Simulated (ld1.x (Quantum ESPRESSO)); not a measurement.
## H ultrasoft: all-electron and pseudo phase curves

H, ultrasoft, made with ld1.x (Quantum ESPRESSO) 7.5 (PW91, non-relativistic). Core none, reference 1s0.5 (charge +0.5). Waves: 1s (bound): rcut 1.05, rcutus 1.20 bohr; 1s channel at -0.15 Ry: rcut 1.05, rcutus 1.20 bohr; 2p channel at 0.1 Ry: rc 1.20 bohr. Local part: the p channel. Core correction: none. Augmentation charge: PSQ, inside the norm-conserving radii.

The phase is arctan(r·u′/u) with u = r·R(r), unwrapped; energies in Ry, scanned from -3 to 5 Ry. A pole is an energy at which the radial function vanishes at the test radius. The pseudo phase is shifted by a multiple of π to meet the all-electron one at the reference energy, and phase errors are pseudo minus all-electron; the curves can meet again beyond the range given. Levels narrower than the energy grid can be missing from the lists of poles.

Question: For each channel, where are the poles, and over which energies does the pseudopotential scatter like the atom?

Answer:

```
channel  radius (bohr)  reference energy (Ry)  poles, all-electron  poles, pseudo  unbroken range about the reference energy with phases within 0.05 rad  phase error 1 Ry above the reference energy (rad)
      s           1.29                  -0.94                 1.86           1.86                                                        the whole range                                             +0.000
      p           1.29                   0.10                 none           none                                                        the whole range                                             +0.000
```

Phases in the p channel:

| E (Ry) | all-electron | pseudo |
| --- | --- | --- |
| -3.00 | 1.172 | 1.172 |
| -2.52 | 1.147 | 1.147 |
| -2.04 | 1.119 | 1.119 |
| -1.56 | 1.085 | 1.085 |
| -1.08 | 1.044 | 1.044 |
| -0.60 | 0.992 | 0.992 |
| -0.12 | 0.928 | 0.928 |
| 0.36 | 0.844 | 0.844 |
| 0.84 | 0.732 | 0.732 |
| 1.32 | 0.580 | 0.580 |
| 1.80 | 0.373 | 0.373 |
| 2.28 | 0.102 | 0.102 |
| 2.76 | -0.214 | -0.213 |
| 3.24 | -0.521 | -0.520 |
| 3.72 | -0.774 | -0.773 |
| 4.20 | -0.964 | -0.962 |
| 4.68 | -1.103 | -1.101 |
